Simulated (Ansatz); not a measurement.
Geometry optimisation, RKS r2SCAN/def2-mTZVP in Ansatz.

The input (input.yaml):

```yaml
crystal:
  periodic: [false, false, false]
  atoms:
    - { symbol: Al, position_ang: [-0.000953, 0.562746, -0.373482] }
    - { symbol: H, position_ang: [0.022893, -0.038516, 2.320404] }
    - { symbol: O, position_ang: [1.489462, -0.157351, -0.698922] }
    - { symbol: H, position_ang: [1.586431, -1.01948, -1.116081] }
    - { symbol: O, position_ang: [-1.556831, -0.050353, -0.605502] }
    - { symbol: H, position_ang: [-1.730783, -0.948404, -0.906103] }
    - { symbol: Cl, position_ang: [0.100522, 2.594046, 0.42434] }
    - { symbol: H, position_ang: [0.039259, 0.639113, 2.106946] }
basis:
  gaussian: { orbitals: def2-mTZVP }
hamiltonian:
  xc: r2scan
relax:
  f_tol: 0.03
  max_steps: 50
```

Command:

```bash
$ ansatz run input.yaml --threads 4 --pin off --max-ram 5120MiB --backend cpu --events-out ev --progress --plain --runs-dir out
```

Problem. Where does it end, and by what steps?

Solution. The forces met the threshold. The force dipped under the threshold on the way, but the program's further checks kept it going. After 8 steps the energy has fallen by 0.153 eV; Cl7 moved furthest, 0.39 Å.

| step | energy less start (eV) | largest force component (eV/Å) | accepted |
| --- | --- | --- | --- |
| 0 | 0.0000 | 1.428 | yes |
| 1 | -0.1260 | 0.574 | yes |
| 2 | -0.1392 | 0.574 | yes |
| 3 | -0.1478 | 0.133 | yes |
| 4 | -0.1504 | 0.083 | yes |
| 5 | -0.1523 | 0.033 | yes |
| 6 | -0.1528 | 0.014 | yes |
| 7 | -0.1530 | 0.074 | yes |
| 8 | -0.1532 | 0.029 | yes |

```xyz
8
Properties=species:S:1:pos:R:3
Al -0.007 0.683 -0.409
H 0.030 -0.269 2.165
O 1.475 -0.089 -0.671
H 1.560 -1.015 -0.918
O -1.549 0.007 -0.575
H -1.709 -0.910 -0.817
Cl 0.073 2.717 0.052
H 0.077 0.458 2.326
```

Time of the run: 15 s on 4 threads of Arm Neoverse V2 (shared host), peak memory 0.17 GiB.
